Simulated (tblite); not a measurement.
Compound: C₅H₈FNO.
Bonds: C1–C2 (double), C2–F3, C2–N4, N4–C5, C5–O6 (double), C5–C7, C7–C8. Hydrogens: H9, H10 on C1; H11 on N4; H12, H13 on C7; H14, H15, H16 on C8.

Computed with GFN2-xTB (tblite), gas phase: Langevin dynamics at 200 K from the optimised GFN2-xTB geometry, time step 0.5 fs, friction 0.01 fs⁻¹, 2000 steps. The instantaneous temperature is 2·E(kin)/(3Nk) with all 3N coordinates.

```json
{"t (fs)": "0", "T (K)": "163", "E(pot) above start (eV)": "0.000", "C1=C2 (Å)": "1.320", "C2–F3 (Å)": "1.357", "C2–N4 (Å)": "1.387", "N4–C5 (Å)": "1.374", "C5=O6 (Å)": "1.205", "C1–H9 (Å)": "1.071", "C1–C2–N4–C5 (°)": "0"}
{"t (fs)": "50", "T (K)": "129", "E(pot) above start (eV)": "0.280", "C1=C2 (Å)": "1.344", "C2–F3 (Å)": "1.367", "C2–N4 (Å)": "1.367", "N4–C5 (Å)": "1.405", "C5=O6 (Å)": "1.186", "C1–H9 (Å)": "1.036", "C1–C2–N4–C5 (°)": "3"}
{"t (fs)": "100", "T (K)": "122", "E(pot) above start (eV)": "0.290", "C1=C2 (Å)": "1.288", "C2–F3 (Å)": "1.380", "C2–N4 (Å)": "1.420", "N4–C5 (Å)": "1.361", "C5=O6 (Å)": "1.222", "C1–H9 (Å)": "1.067", "C1–C2–N4–C5 (°)": "-7"}
{"t (fs)": "150", "T (K)": "135", "E(pot) above start (eV)": "0.346", "C1=C2 (Å)": "1.377", "C2–F3 (Å)": "1.325", "C2–N4 (Å)": "1.362", "N4–C5 (Å)": "1.374", "C5=O6 (Å)": "1.188", "C1–H9 (Å)": "1.097", "C1–C2–N4–C5 (°)": "-7"}
{"t (fs)": "200", "T (K)": "156", "E(pot) above start (eV)": "0.288", "C1=C2 (Å)": "1.299", "C2–F3 (Å)": "1.379", "C2–N4 (Å)": "1.426", "N4–C5 (Å)": "1.384", "C5=O6 (Å)": "1.211", "C1–H9 (Å)": "1.092", "C1–C2–N4–C5 (°)": "4"}
{"t (fs)": "250", "T (K)": "160", "E(pot) above start (eV)": "0.349", "C1=C2 (Å)": "1.335", "C2–F3 (Å)": "1.368", "C2–N4 (Å)": "1.357", "N4–C5 (Å)": "1.412", "C5=O6 (Å)": "1.190", "C1–H9 (Å)": "1.067", "C1–C2–N4–C5 (°)": "17"}
{"t (fs)": "300", "T (K)": "200", "E(pot) above start (eV)": "0.303", "C1=C2 (Å)": "1.347", "C2–F3 (Å)": "1.382", "C2–N4 (Å)": "1.346", "N4–C5 (Å)": "1.385", "C5=O6 (Å)": "1.201", "C1–H9 (Å)": "1.055", "C1–C2–N4–C5 (°)": "10"}
{"t (fs)": "350", "T (K)": "186", "E(pot) above start (eV)": "0.361", "C1=C2 (Å)": "1.307", "C2–F3 (Å)": "1.325", "C2–N4 (Å)": "1.411", "N4–C5 (Å)": "1.388", "C5=O6 (Å)": "1.218", "C1–H9 (Å)": "1.057", "C1–C2–N4–C5 (°)": "16"}
{"t (fs)": "400", "T (K)": "176", "E(pot) above start (eV)": "0.299", "C1=C2 (Å)": "1.322", "C2–F3 (Å)": "1.366", "C2–N4 (Å)": "1.372", "N4–C5 (Å)": "1.417", "C5=O6 (Å)": "1.179", "C1–H9 (Å)": "1.101", "C1–C2–N4–C5 (°)": "6"}
{"t (fs)": "450", "T (K)": "186", "E(pot) above start (eV)": "0.279", "C1=C2 (Å)": "1.307", "C2–F3 (Å)": "1.387", "C2–N4 (Å)": "1.388", "N4–C5 (Å)": "1.383", "C5=O6 (Å)": "1.204", "C1–H9 (Å)": "1.092", "C1–C2–N4–C5 (°)": "1"}
{"t (fs)": "500", "T (K)": "178", "E(pot) above start (eV)": "0.372", "C1=C2 (Å)": "1.316", "C2–F3 (Å)": "1.327", "C2–N4 (Å)": "1.384", "N4–C5 (Å)": "1.336", "C5=O6 (Å)": "1.208", "C1–H9 (Å)": "1.091", "C1–C2–N4–C5 (°)": "3"}
{"t (fs)": "550", "T (K)": "169", "E(pot) above start (eV)": "0.522", "C1=C2 (Å)": "1.342", "C2–F3 (Å)": "1.357", "C2–N4 (Å)": "1.428", "N4–C5 (Å)": "1.360", "C5=O6 (Å)": "1.213", "C1–H9 (Å)": "1.054", "C1–C2–N4–C5 (°)": "7"}
{"t (fs)": "600", "T (K)": "206", "E(pot) above start (eV)": "0.547", "C1=C2 (Å)": "1.311", "C2–F3 (Å)": "1.336", "C2–N4 (Å)": "1.417", "N4–C5 (Å)": "1.355", "C5=O6 (Å)": "1.193", "C1–H9 (Å)": "1.082", "C1–C2–N4–C5 (°)": "2"}
{"t (fs)": "650", "T (K)": "204", "E(pot) above start (eV)": "0.289", "C1=C2 (Å)": "1.319", "C2–F3 (Å)": "1.337", "C2–N4 (Å)": "1.383", "N4–C5 (Å)": "1.356", "C5=O6 (Å)": "1.220", "C1–H9 (Å)": "1.078", "C1–C2–N4–C5 (°)": "13"}
{"t (fs)": "700", "T (K)": "177", "E(pot) above start (eV)": "0.397", "C1=C2 (Å)": "1.342", "C2–F3 (Å)": "1.412", "C2–N4 (Å)": "1.373", "N4–C5 (Å)": "1.406", "C5=O6 (Å)": "1.196", "C1–H9 (Å)": "1.083", "C1–C2–N4–C5 (°)": "25"}
{"t (fs)": "750", "T (K)": "176", "E(pot) above start (eV)": "0.353", "C1=C2 (Å)": "1.315", "C2–F3 (Å)": "1.364", "C2–N4 (Å)": "1.375", "N4–C5 (Å)": "1.381", "C5=O6 (Å)": "1.216", "C1–H9 (Å)": "1.084", "C1–C2–N4–C5 (°)": "21"}
{"t (fs)": "800", "T (K)": "182", "E(pot) above start (eV)": "0.288", "C1=C2 (Å)": "1.321", "C2–F3 (Å)": "1.337", "C2–N4 (Å)": "1.362", "N4–C5 (Å)": "1.394", "C5=O6 (Å)": "1.213", "C1–H9 (Å)": "1.042", "C1–C2–N4–C5 (°)": "27"}
{"t (fs)": "850", "T (K)": "130", "E(pot) above start (eV)": "0.426", "C1=C2 (Å)": "1.326", "C2–F3 (Å)": "1.353", "C2–N4 (Å)": "1.393", "N4–C5 (Å)": "1.402", "C5=O6 (Å)": "1.209", "C1–H9 (Å)": "1.067", "C1–C2–N4–C5 (°)": "31"}
{"t (fs)": "900", "T (K)": "276", "E(pot) above start (eV)": "0.292", "C1=C2 (Å)": "1.325", "C2–F3 (Å)": "1.357", "C2–N4 (Å)": "1.409", "N4–C5 (Å)": "1.378", "C5=O6 (Å)": "1.197", "C1–H9 (Å)": "1.084", "C1–C2–N4–C5 (°)": "32"}
{"t (fs)": "950", "T (K)": "290", "E(pot) above start (eV)": "0.393", "C1=C2 (Å)": "1.339", "C2–F3 (Å)": "1.353", "C2–N4 (Å)": "1.387", "N4–C5 (Å)": "1.391", "C5=O6 (Å)": "1.194", "C1–H9 (Å)": "1.096", "C1–C2–N4–C5 (°)": "18"}
{"t (fs)": "1000", "T (K)": "180", "E(pot) above start (eV)": "0.455", "C1=C2 (Å)": "1.280", "C2–F3 (Å)": "1.341", "C2–N4 (Å)": "1.431", "N4–C5 (Å)": "1.381", "C5=O6 (Å)": "1.238", "C1–H9 (Å)": "1.067", "C1–C2–N4–C5 (°)": "1"}
```

Task: From 500 fs on, how do temperature and potential energy compare with equipartition?

Result: The mean temperature of these 11 frames is 197 K against the target 200 K, and the mean potential energy 0.39 eV against 42 × kT/2 = 0.36 eV for 42 classical harmonic modes. For 16 atoms in a canonical ensemble the temperature itself scatters by T·√(2/(3N)) = 41 K; here its standard deviation is 45 K. The whole run lasts only 10 friction times of 100 fs, so these averages carry a wide statistical error.

Task: What are the kinetic and total energies of the listed frame with the highest potential energy?

Result: The one at 600 fs, 0.547 eV above the start. Its kinetic energy is 3NkT/2 = 0.427 eV at 206 K, so the sum is 0.97 eV; over the listed frames the sum runs from 0.34 to 0.99 eV, since the thermostat adds and removes energy.

Task: How much do the listed bonds fluctuate from 500 fs on?

Result: 
```json
{"bond": "C1=C2", "at the start (Å)": "1.320", "mean (Å)": "1.321", "standard deviation (Å)": "0.017"}
{"bond": "C2–F3", "at the start (Å)": "1.357", "mean (Å)": "1.352", "standard deviation (Å)": "0.022"}
{"bond": "C2–N4", "at the start (Å)": "1.387", "mean (Å)": "1.395", "standard deviation (Å)": "0.022"}
{"bond": "N4–C5", "at the start (Å)": "1.374", "mean (Å)": "1.376", "standard deviation (Å)": "0.021"}
{"bond": "C5=O6", "at the start (Å)": "1.205", "mean (Å)": "1.209", "standard deviation (Å)": "0.013"}
{"bond": "C1–H9", "at the start (Å)": "1.071", "mean (Å)": "1.075", "standard deviation (Å)": "0.015"}
```

The motion is classical and holds no zero-point motion.

What follows is the cost of the whole dynamics run. On one thread, Intel Xeon 6975P-C (x86_64), shared host, this took 9.6 s wall and 0.18 GiB of memory at its peak.
